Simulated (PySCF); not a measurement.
C₃H₅O, doublet, at a GFN2-xTB geometry; PySCF with PW6B95/STO-3G.

Here is a job for PySCF.
```python
from pyscf import gto, scf, dft

mol = gto.M(
    atom='''
C     1.239344    0.171905    0.638421
C     0.063802   -0.087072   -0.117587
C    -1.218853    0.503060    0.426358
O     0.086212   -0.751164   -1.152545
H     1.209482    0.753632    1.541973
H     2.183648   -0.220560    0.303835
H    -1.408752    0.117439    1.425916
H    -2.049622    0.245795   -0.224371
H    -1.130212    1.585646    0.489857
''',
    basis='sto-3g',
    charge=0,
    spin=1,
    verbose=4,
)

mf = dft.UKS(mol)
mf.xc = 'pw6b95'
mf.kernel()
mf.analyze()
```

### Question
Predict the main parts of the log of this PySCF run.

### Answer

```
PySCF version 2.14.0

[INPUT] verbose = 4
[INPUT] num. atoms = 9
[INPUT] num. electrons = 31
[INPUT] charge = 0
[INPUT] spin (= nelec alpha-beta = 2S) = 1
[INPUT] symmetry False subgroup None
[INPUT] Mole.unit = angstrom
[INPUT] Symbol           X                Y                Z      unit          X                Y                Z       unit  Magmom
[...]
nuclear repulsion = 112.599341289834
number of shells = 17
number of NR pGTOs = 75
number of NR cGTOs = 25
basis = sto-3g
ecp = {}

******** <class 'pyscf.dft.uks.UKS'> ********
method = UKS
initial guess = minao
damping factor = 0
level_shift factor = 0
DIIS = <class 'pyscf.scf.diis.CDIIS'>
diis_start_cycle = 1
diis_space = 8
diis_damp = 0
SCF conv_tol = 1e-09
SCF conv_tol_grad = None
SCF max_cycles = 50
direct_scf = True
direct_scf_tol = 1e-13
number electrons alpha = 16  beta = 15
XC library pyscf.dft.libxc version 7.1.2
    S. Lehtola, C. Steigemann, M. J. T. Oliveira, and M. A. L. Marques,  SoftwareX 7, 1–5 (2018)
XC functionals = pw6b95
    Y. Zhao and D. G. Truhlar,  J. Phys. Chem. A 109, 5656 (2005)
radial grids:
    Treutler-Ahlrichs [JCP 102, 346 (1995); DOI:10.1063/1.469408] (M4) radial grids

becke partition: Becke, JCP 88, 2547 (1988); DOI:10.1063/1.454033
pruning grids: <function nwchem_prune>
grids dens level: 3
symmetrized grids: False
atomic radii adjust function: <function treutler_atomic_radii_adjust>
small_rho_cutoff = 0
Set gradient conv threshold to 3.16228e-05
tot grids = 105480
init E= -190.707881724927

cycle= 1 E= -190.070383816696  delta_E= 0.637  |g|= 0.46  |ddm|= 2.69
cycle= 2 E= -188.839225679533  delta_E= 1.23  |g|= 1.42  |ddm|= 2.27
cycle= 3 E= -190.230624617049  delta_E= -1.39  |g|= 0.125  |ddm|= 1.94
cycle= 4 E= -190.241377729125  delta_E= -0.0108  |g|= 0.0557  |ddm|= 0.255
cycle= 5 E= -190.243895997561  delta_E= -0.00252  |g|= 0.0157  |ddm|= 0.0815
cycle= 6 E= -190.244376932749  delta_E= -0.000481  |g|= 0.00406  |ddm|= 0.0527
cycle= 7 E= -190.244422058386  delta_E= -4.51e-05  |g|= 0.00207  |ddm|= 0.0164
cycle= 8 E= -190.244432762677  delta_E= -1.07e-05  |g|= 0.000667  |ddm|= 0.00845
cycle= 9 E= -190.244434326167  delta_E= -1.56e-06  |g|= 0.000348  |ddm|= 0.00361
cycle= 10 E= -190.24443453582  delta_E= -2.1e-07  |g|= 0.00012  |ddm|= 0.00122
cycle= 11 E= -190.244434561478  delta_E= -2.57e-08  |g|= 1.03e-05  |ddm|= 0.00056
cycle= 12 E= -190.24443456155  delta_E= -7.22e-11  |g|= 2.56e-06  |ddm|= 2.03e-05
Extra cycle  E= -190.244434561553  delta_E= -2.73e-12  |g|= 3e-06  |ddm|= 7.42e-06
converged SCF energy = -190.244434561553  <S^2> = 0.78302805  2S+1 = 2.0327598
**** SCF Summaries ****
Total Energy =                        -190.244434561552993
Nuclear Repulsion Energy =             112.599341289833689
One-electron Energy =                 -481.196302788958064
Two-electron Energy =                  178.352526937571383
Two-electron Coulomb Energy =          205.391127311987077
DFT Exchange-Correlation Energy =      -27.038600374415690
**** MO energy ****
                             alpha | beta                alpha | beta
[...]
To work with the spin densities directly, `use mulliken_meta_spin()` only printing them here.

 ** Mulliken spin pop alpha/beta on meta-lowdin orthogonal AOs **
 ** Mulliken Spin Density (per AO)  **
spin_pop of  0 C 1s       -0.00001
spin_pop of  0 C 2s        0.03649
spin_pop of  0 C 2px       0.04199
spin_pop of  0 C 2py       0.53074
spin_pop of  0 C 2pz       0.22975
spin_pop of  1 C 1s        0.00000
spin_pop of  1 C 2s       -0.01621
spin_pop of  1 C 2px      -0.01921
spin_pop of  1 C 2py      -0.11267
spin_pop of  1 C 2pz      -0.05545
spin_pop of  2 C 1s       -0.00000
spin_pop of  2 C 2s        0.00085
spin_pop of  2 C 2px       0.00257
spin_pop of  2 C 2py       0.00272
spin_pop of  2 C 2pz       0.00182
spin_pop of  3 O 1s       -0.00000
spin_pop of  3 O 2s        0.00390
spin_pop of  3 O 2px       0.01107
spin_pop of  3 O 2py       0.28605
spin_pop of  3 O 2pz       0.12199
spin_pop of  4 H 1s       -0.02788
spin_pop of  5 H 1s       -0.02760
spin_pop of  6 H 1s       -0.00504
spin_pop of  7 H 1s       -0.00083
spin_pop of  8 H 1s       -0.00504
 ** Mulliken Spin Density (per atom)  **
spin density of  0 C =      0.83896
spin density of  1 C =     -0.20354
spin density of  2 C =      0.00795
spin density of  3 O =      0.42301
spin density of  4 H =     -0.02788
spin density of  5 H =     -0.02760
spin density of  6 H =     -0.00504
spin density of  7 H =     -0.00083
spin density of  8 H =     -0.00504
 ** Mulliken pop alpha/beta on meta-lowdin orthogonal AOs **
 ** Mulliken pop       alpha | beta **
[...]
In total            16.00000 | 15.00000
 ** Mulliken atomic charges   ( Nelec_alpha | Nelec_beta ) **
charge of  0C =     -0.08581  (     3.46239      2.62343 )
charge of  1C =      0.09927  (     2.84860      3.05213 )
charge of  2C =     -0.17335  (     3.09065      3.08270 )
charge of  3O =     -0.12548  (     4.27425      3.85123 )
charge of  4H =      0.05520  (     0.45846      0.48634 )
charge of  5H =      0.05928  (     0.45656      0.48416 )
charge of  6H =      0.05639  (     0.46929      0.47432 )
charge of  7H =      0.05812  (     0.47052      0.47136 )
charge of  8H =      0.05639  (     0.46929      0.47432 )
Dipole moment(X, Y, Z, Debye):  0.19808,  0.92371,  1.50780
```
